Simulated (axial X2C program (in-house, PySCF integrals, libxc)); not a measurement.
**Spin–orbit effects along a row: molecules with Cs, PBE0**

All values come from calculations with an in-house all-electron X2C program for linear molecules (integrals from PySCF), spin-free (one-electron X2C) or two-component (2c: spin–orbit coupling with atomic mean-field Coulomb and Gaunt terms, which also bring small scalar terms), in Dyall basis sets with cores contracted in-house; open shells are unrestricted.

Basis sets: Al dyall-v3z, Cs dyall-cv3z, Mg dyall-cv3z, Na dyall-cv3z, P dyall-v3z, S dyall-av3z, Si dyall-v3z.

```
molecule   spin-free state  Re (Å)  ωe (cm⁻¹)  De (eV)  2c state  Re 2c (Å)  ωe 2c (cm⁻¹)  De 2c (eV)
    NaCs    M_S = 0, Λ = 0   3.898       98.2     0.58     Ω = 0      3.896          98.2        0.58
    CsMg  M_S = 1/2, Λ = 0   4.307       62.3     0.14   Ω = 1/2      4.306          62.3        0.14
    CsAl    M_S = 1, Λ = 1   3.623      122.5     0.70     Ω = 2      3.625         122.4        0.69
    CsSi  M_S = 3/2, Λ = 0   3.261      165.7     1.81   Ω = 3/2      3.260         165.9        1.81
     CsP    M_S = 1, Λ = 0   3.270      167.3     1.42     Ω = 1      3.269         167.5        1.43
     CsS  M_S = 1/2, Λ = 1   3.053      197.3     2.76   Ω = 3/2      3.051         197.5        2.78
```

Each entry is the lowest single determinant of a limited PBE0 search at one distance. De goes to single-determinant-based atoms at the same level (for ions the charge split of lowest energy) and is withheld (n/a) where an atom does not fit its ground term or J level. Main or longest-lived isotopes. One determinant is a doubtful description, or other states lie close, for CsAl, CsSi, CsP, CsS; these need not be ground states, and all values refer to the states named. Some open-shell Ω = 0 determinants are out of reach, so the Ω given for CsAl, CsP need not be the lowest component. With several unpaired electrons the Ω given is that of one determinant, not necessarily of the lowest component. Some light 2c atoms are not at their ground J level, so De misses part of their lowering (0.04 eV or less). The functionals have no current term, which raises determinants with orbital currents. Where the atoms have a lower orbital projection than the molecule, De at mean-field level may be about a tenth of an eV too small.
